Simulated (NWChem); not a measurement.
Total energies of CH$_{3}$Li

```
C
H 1 1.1088
H 1 1.1088 2 105.03
H 1 1.1088 2 105.03 3 110.50
Li 1 1.9721 2 113.61 4 124.75
```
Charge 0, spin multiplicity 1.

Program: NWChem. Structure: optimised with PBE0/def2-SVP, a minimum by its harmonic frequencies.

Basis set: cc-pVTZ (102 functions).

```
method   total energy (Ha)  relative cost
-------  -----------------  -------------
RHF              -47.03594              1
MP2              -47.25561              3
B2PLYP           -47.35748        under 3
PBE              -47.32393        under 3
B3LYP            -47.42382        under 3
TPSS             -47.42426        under 3
CCSD(T)          -47.28244             40
```

Total energies of different functionals aren't comparable as a measure of quality: only differences taken within one method are. The cost column gives rough processor time relative to RHF; each entry includes its own SCF.

The correlated methods keep 1 core orbital frozen. B3LYP has NWChem's definition, with VWN1-RPA local correlation. The structure started from a generated list of species. No row is a measurement; the coupled-cluster row has its own basis-set and correlation limits.
